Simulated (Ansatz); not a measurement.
A nudged elastic band was laid between two geometries of C₃H₈ClNSi (14 atoms, charge 0, multiplicity 1).

Theory: RKS BHLYP/def2-SVP in Ansatz 0.2.0.

- movable images: 7
- climbing image: yes
- spring: 5.0 eV/Å²
- optimiser: quadratic models (default)
- start path: IDPP
- force threshold: 0.05 eV/Å
- iteration limit: 55
- end points: relaxed

Image 0:

```xyz
14
Properties=species:S:1:pos:R:3
C 0.084 -1.765 1.073
C 0.279 -0.460 0.848
N 1.394 0.254 1.252
Si -0.927 0.451 -0.259
C -0.259 0.721 -1.976
Cl -1.226 2.331 0.608
H 0.792 -2.365 1.642
H -0.789 -2.275 0.685
H 1.984 -0.199 1.931
H 1.227 1.220 1.479
H -2.220 -0.257 -0.272
H -0.938 1.337 -2.571
H 0.713 1.218 -1.929
H -0.128 -0.241 -2.482
```

Image 8:

```xyz
14
Properties=species:S:1:pos:R:3
C 0.418 -1.616 1.224
C 0.312 -0.322 0.898
N 1.191 0.668 1.301
Si -0.986 0.189 -0.352
C -0.268 0.507 -2.040
Cl -1.798 1.989 0.338
H 1.202 -1.984 1.883
H -0.275 -2.350 0.831
H 1.819 0.421 2.050
H 0.780 1.578 1.436
H -2.064 -0.816 -0.386
H 0.552 1.227 -1.971
H 0.128 -0.423 -2.459
H -1.024 0.903 -2.723
```

(1) What changes between the two ends?

(2) What energy profile does the band end with?

(3) What is the geometry of the highest image?

(4) What are the harmonic wavenumbers there?

Results:

(1) No bond is made or broken. The dihedral Cl6–Si4–C5–H12 goes from -57 to 63°. The two ends are copies of one structure, up to a mirror image or an exchange of like atoms.

(2) The forces met the threshold. The highest image is number 4 of 0 to 8, 0.074 eV above the ends, which have the same energy within 2 meV. A vibrational analysis at the climbing image gives one clearly imaginary mode, 171i cm⁻¹: a first-order saddle point.

| image | path coordinate (Å) | energy (eV) | dihedral Cl6–Si4–C5–H12 (°) |
| --- | --- | --- | --- |
| 0 | 0.00 | 0.000 | -57 |
| 1 | 0.44 | 0.010 | -43 |
| 2 | 0.89 | 0.036 | -28 |
| 3 | 1.33 | 0.063 | -13 |
| 4 | 1.78 | 0.074 | 3 |
| 5 | 2.23 | 0.063 | 18 |
| 6 | 2.68 | 0.036 | 34 |
| 7 | 3.13 | 0.010 | 49 |
| 8 | 3.58 | 0.000 | 63 |

(3) 
```xyz
14
Properties=species:S:1:pos:R:3
C 0.383 -1.636 1.213
C 0.308 -0.337 0.899
N 1.209 0.629 1.312
Si -0.976 0.213 -0.349
C -0.258 0.534 -2.048
Cl -1.760 2.012 0.380
H 1.160 -2.028 1.867
H -0.327 -2.350 0.813
H 1.829 0.362 2.060
H 0.820 1.547 1.451
H -2.072 -0.772 -0.381
H -0.340 1.591 -2.312
H 0.799 0.256 -2.071
H -0.785 -0.049 -2.808
```

(4) 171i, 54, 135, 164, 214, 323, 398, 408, 510, 526, 636, 655, 731, 763, 772, 781, 886, 897, 916, 1032, 1159, 1324, 1380, 1478, 1482, 1487, 1690, 1744, 2328, 3126, 3216, 3223, 3230, 3324, 3657, 3761 cm⁻¹.

Time of the run: 110 s on 2 threads of Intel(R) Xeon(R) Platinum 8488C (Sapphire Rapids), on a shared host, peak memory 0.36 GiB.
